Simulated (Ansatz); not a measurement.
Cost and result for the atomization energy of C2H9AlOSi (14 atoms, 14 bonds).

```xyz
14

O     1.160    0.195   -0.993
C     0.114   -0.809   -0.501
Al    1.949   -1.458   -0.326
C    -0.685   -0.256    0.652
Si   -1.555    1.385    0.314
H     1.109    1.020   -0.496
H    -0.509   -1.011   -1.373
H     2.681   -2.255   -1.482
H     2.596   -1.195    1.103
H    -1.460   -0.993    0.895
H    -0.072   -0.163    1.556
H    -2.480    1.259   -0.843
H    -0.543    2.432   -0.019
H    -2.304    1.849    1.511
```

Charge 0, multiplicity 1. The bonds changed during the relaxation, so this is another structure than the one it started from. The geometry is a stationary point of PBE0-D4/def2-TZVP. It is one conformer, not always the lowest. Program: Ansatz. All runs use 4 threads of an Arm Neoverse V1 on a shared host. Times are those of one run each, without the atoms' runs, and a repeat can differ threefold. Electronic energies, without spin–orbit coupling; frozen cores. CCSD(T)/CBS adds CCSD(T) − MP2 in def2-TZVPP to the MP2 limit, and its time is that of the two runs behind it. T1 = 0.012. B3LYP takes the VWN-RPA correlation (the form of Gaussian; ORCA's B3LYP/G).

CCSD(T)/CBS is a level of theory with its own doubt, some kJ/mol a heavy atom from the limit and from the frozen cores, so smaller differences don't rank the functionals.

```
                             level  functions  wall time
   PBE-D4/def2-TZVPP (with forces)        303      3.9 s
                PBE0-D4/def2-TZVPP        303      4.7 s
r2SCAN-D4/def2-TZVPP (with forces)        303      7.5 s
 B3LYP-D4/def2-TZVPP (with forces)        303        8 s
                 B2PLYP/def2-TZVPP        303      8.5 s
                ωB97X-V/def2-TZVPP        303       13 s
  ωB97M-V/def2-TZVPP (with forces)        303       19 s
                    MP2/def2-QZVPP        581       39 s
                CCSD(T)/def2-TZVPP        303     16 min
                 CCSD(T)/CBS(def2)          –     17 min
```

(1) What atomization energy does each give, and how far from CCSD(T)/CBS? (Estimate.)

## Answers

(1) The calculation gave: 
```tsv
level	atomization (kJ/mol)	difference from CCSD(T)/CBS	per bond
PBE-D4/def2-TZVPP (with forces)	4709.5	17.6	1.3
PBE0-D4/def2-TZVPP	4656.6	-35.3	-2.5
r2SCAN-D4/def2-TZVPP (with forces)	4692.4	0.5	0.0
B3LYP-D4/def2-TZVPP (with forces)	4674.8	-17.1	-1.2
B2PLYP/def2-TZVPP	4619.6	-72.3	-5.2
ωB97X-V/def2-TZVPP	4705.6	13.7	1.0
ωB97M-V/def2-TZVPP (with forces)	4697.5	5.6	0.4
MP2/def2-QZVPP	4673.3	-18.6	-1.3
CCSD(T)/def2-TZVPP	4575.2	-116.7	-8.3
CCSD(T)/CBS(def2)	4691.9	0.0	0.0
```

The D4 term adds +48.9 kJ/mol with B3LYP and +25.8 kJ/mol with PBE0; it sums over pairs of atoms, weighted by their polarisabilities, and B3LYP, whose exchange is more repulsive, gets the larger term. In def2-TZVPP, CCSD(T) changes the Hartree–Fock value by +1122.6 kJ/mol (the triples alone add +57.6 kJ/mol) and MP2 by +1151.4 kJ/mol; breaking electron pairs costs correlation energy, which Hartree–Fock lacks. From PBE to PBE0 (25 % exact exchange), in def2-TZVPP and without D4, the atomization energy moves by −48.3 kJ/mol: exact exchange takes away binding that semilocal exchange gives to molecules.
